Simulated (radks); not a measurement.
Charge is removed step by step from the 1s down level of the magnesium ion Mg2+, starting from 1s(up 1, down 1) 2s2 2p6. All-electron calculation, scalar-relativistic Kohn-Sham, SCAN, spin-polarised, spherical densities, finite nucleus; meta-GGA in the generalised Kohn-Sham scheme; Fermi nuclear charge, rms radius 3.057 fm. Program: a radial shooting solver on a logarithmic mesh with Libxc functionals.

[
 {"removed (e)": "0", "E - E(0) (eV)": "0.000", "eigenvalue (eV)": "-1289.2"},
 {"removed (e)": "0.1", "E - E(0) (eV)": "129.45", "eigenvalue (eV)": "-1299.8"},
 {"removed (e)": "0.2", "E - E(0) (eV)": "259.94", "eigenvalue (eV)": "-1310.2"},
 {"removed (e)": "0.3", "E - E(0) (eV)": "391.46", "eigenvalue (eV)": "-1320.3"},
 {"removed (e)": "0.4", "E - E(0) (eV)": "523.98", "eigenvalue (eV)": "-1330.0"},
 {"removed (e)": "0.5", "E - E(0) (eV)": "657.43", "eigenvalue (eV)": "-1339.1"},
 {"removed (e)": "0.6", "E - E(0) (eV)": "791.76", "eigenvalue (eV)": "-1347.5"},
 {"removed (e)": "0.7", "E - E(0) (eV)": "926.88", "eigenvalue (eV)": "-1354.7"},
 {"removed (e)": "0.8", "E - E(0) (eV)": "1062.6", "eigenvalue (eV)": "-1360.2"}
]

The mean slope of the eigenvalue, de/dn, is 88.7 eV per electron.
